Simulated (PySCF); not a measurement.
Compounds:

A. `c1cpc(C)c(C#N)n1`
B. SMILES N#CC(=C)C(=O)NC
C. SMILES CN(C)[Si@@H]([SiH3])P

Spectrum 1. ¹³C{¹H} NMR (computed): δ 160.2 (C), 152.5 (CH2), 122.7 (C), 122.4 (C), 27.2 (CH3).

Spectrum 2. ¹³C{¹H} NMR (computed): δ 42.5 (CH3).

Spectrum 3. ¹³C{¹H} NMR (computed): δ 179.5 (C), 160.6 (CH), 154.3 (CH), 141.6 (C), 121.4 (C), 27.1 (CH3).

Theoretical values (PySCF): geometry from GFN2-xTB, σ from GIAO-PBE0/pcSseg-1. A single conformation, gas phase, one averaged value for each set of equivalent atoms, non-relativistic Hamiltonian.

Scale: ¹³C (σref 186.93) against TMS (reference shieldings calculated alike). Splittings of carbon signals by F and P are missing where no couplings were computed. Acid and N–H amide carbonyl carbons lie up to 10 ppm further downfield in solution (hydrogen bonding). Shifts are as computed. Against solution values, carbons near 30 ppm lie about +3 ppm off and those near 130 ppm about +5 ppm. Of 1211 compounds with measured shifts, 218 miss one by over three times the rms of a fit or turn the order of signals round; such compounds aren't used in these exercises.

Match each spectrum to its structure.

## Answers

1–B, 2–C, 3–A.

- Spectrum 1 (B): 5 ¹³C signals; δC 160.2 is an amide carbonyl carbon; δC 152.5 is a β carbon of a C=C–C=O unit.
- Spectrum 2 (C): a single ¹³C signal, at 42.5 ppm (methyl carbon bonded to N).
- Spectrum 3 (A): 6 ¹³C signals; δC 154.3 is an aromatic CH next to a ring nitrogen; δC 121.4 is a nitrile carbon.
